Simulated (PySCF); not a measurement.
WO₂, SMILES [O]=[W]=[O] (connectivity only; charge and spin as stated), neutral, multiplicity 3.

Geometry: B3LYP-D3(BJ)/def2-TZVP. The multiplicity is an assumed one; other spin states were not compared. The def2 effective core potentials stand for the cores of W; spin–orbit coupling is left out.

Calculation: B3LYP-D3(BJ)/def2-TZVP run with PySCF.

Frequencies are harmonic and unscaled.

Computed vibrational spectrum:
```csv
mode,ν (cm⁻¹),IR (km/mol),moving atoms (share of kinetic energy)
1,313,3.0,"O 91 %, W 9 %"
2,951,196.3,"O 89 %, W 11 %"
3,1020,60.7,O 94 %
```
